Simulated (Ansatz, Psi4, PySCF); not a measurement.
C₃H₉BFN, singlet, at a GFN2-xTB geometry, atoms displaced at random by about 0.08 Å a coordinate. Base run: HF/STO-3G, gradient (PySCF).

Here is a job for PySCF.
```python
from pyscf import gto, scf

mol = gto.Mole()
mol.atom = '''
    B     0.00542417   -1.42580874   -0.04714367
    F     1.06311118   -1.67111647   -0.10566335
    H    -0.92448716   -2.42179910   -0.21398016
    N    -0.49397129   -0.13174084    0.17126122
    C    -1.82387940    0.30718627    0.20033919
    C     0.52731954    0.96197620    0.44506477
    C     0.62821973    1.74871401   -0.95356416
    H    -2.04713909    0.86597131   -0.61992967
    H    -2.10280382    0.78067203    1.28107801
    H    -2.62170437   -0.57927913    0.17475952
    H     0.10707723    1.62484411    1.37196012
    H     1.39636572    0.31267262    0.76195205
    H    -0.07501350    2.27035718   -0.99457464
    H     1.40601254    2.54121623   -0.47038645
    H     0.94191590    1.21469671   -1.61848080
'''
mol.basis = 'sto-3g'
mol.verbose = 4
mol.build()

mf = scf.RHF(mol)
mf.kernel()
g = mf.nuc_grad_method()
grad = g.kernel()
```

Programs used: Ansatz (a quantum-chemistry and plane-wave program), Psi4, PySCF; a row that names a program was run with it.

The coordinate followed is y of atom 15.

Each row names what was changed in the base input (with any setting that the change needs).

```csv
change,dE/dx (Eh/bohr),net force (Eh/bohr)
base,0.136627,0.000000
finite difference step (bohr) = 0.05; conv_tol = 1e-11,0.136567,-
finite difference step (bohr) = 0.2; conv_tol = 1e-11,0.135608,-
conv_tol = 1e-11,0.136627,0.000000
conv_tol = 1e-4,0.136636,0.000000
finite difference step (bohr) = 1e-5; conv_tol = 1e-11,0.136627,-
conv_tol = 1e-6,0.136627,0.000000
density fitting = on,0.136623,0.000000
code = ansatz,0.136624,0.000000
finite difference step (bohr) = 1e-4; conv_tol = 1e-11,0.136627,-
density fitting = on; auxbasis_response = off,0.136638,0.001231
code = psi4,0.136623,0.000000
```

The net force is zero for an exact gradient.
